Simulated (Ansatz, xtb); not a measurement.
Relative energy of two conformers of H2OSn

Structure a: `[OH][SnH]`, a singlet. Structure b: `[OH][SnH]`, a singlet. Both are isolated molecules in the gas phase, relaxed with B3LYP-D3(BJ)/def2-SVP.

a (Å):

```json
{"atom": "O", "x (Å)": "-1.0088", "y (Å)": "0.2731", "z (Å)": "0.8946"}
{"atom": "Sn", "x (Å)": "0.4338", "y (Å)": "-0.7384", "z (Å)": "-0.0897"}
{"atom": "H", "x (Å)": "-1.2495", "y (Å)": "-0.1730", "z (Å)": "1.7196"}
{"atom": "H", "x (Å)": "0.4471", "y (Å)": "0.4722", "z (Å)": "-1.4115"}
```

b (Å):

```tsv
atom	x (Å)	y (Å)	z (Å)
O	0.0359	1.4488	1.2417
Sn	-1.6392	0.7629	0.3589
H	-0.8355	0.4457	-1.2375
H	0.8094	1.4490	0.6600
```

Energies in hartree; the thermal terms are from B3LYP-D3(BJ)/def2-SVP harmonic frequencies (ideal gas, rigid rotor, one conformer each, 298.15 K, 1 atm) and include the zero-point energy:

```
                                a           b
E, CCSD(T)/def2-TZVPP  −289.993127  −289.993710
    zero-point energy     0.018376     0.018077
         H(298 K) − E     0.022737     0.022479
         G(298 K) − E    −0.007443    −0.007769
```

**Question.** Work out ΔE, ΔE₀, ΔH and ΔG for a → b in kJ/mol (1 Eh = 2625.50 kJ/mol) and the equilibrium ratio [b]/[a].

**Answer.** 1. ΔE = −289.993710 − (−289.993127) = −0.000583 Eh = −1.53 kJ/mol.
2. ΔE₀ = ΔE + ΔZPE = −0.000583 + (−0.000299) Eh = −2.32 kJ/mol.
3. ΔH = ΔE + (−0.000258) Eh = −2.21 kJ/mol.
4. ΔG = ΔE + (−0.000326) Eh = −2.39 kJ/mol, so ΔS = (ΔH − ΔG)/T = +0.6 J/(mol K).
5. kT = 0.9442 mEh, so K = [b]/[a] = exp(−ΔG/kT) = exp(+0.96) ≈ 2.6.

The two are too close for this level to say which is favoured. An error of 4 kJ/mol in ΔG would change K by a factor of 5. Mirror images and further conformers aren't counted.

Other levels gave ΔE = −1.8 (B3LYP-D3(BJ)/def2-SVP); −3.4 (HF/def2-TZVPP); −1.5 (MP2/def2-TZVPP) kJ/mol. The correlated steps freeze 5 core orbitals; the filled d shell of Sn is correlated, in a basis made for valence electrons. Atoms past krypton carry core potentials in the def2 sets, without spin–orbit terms. Programs: Ansatz 0.2.0.
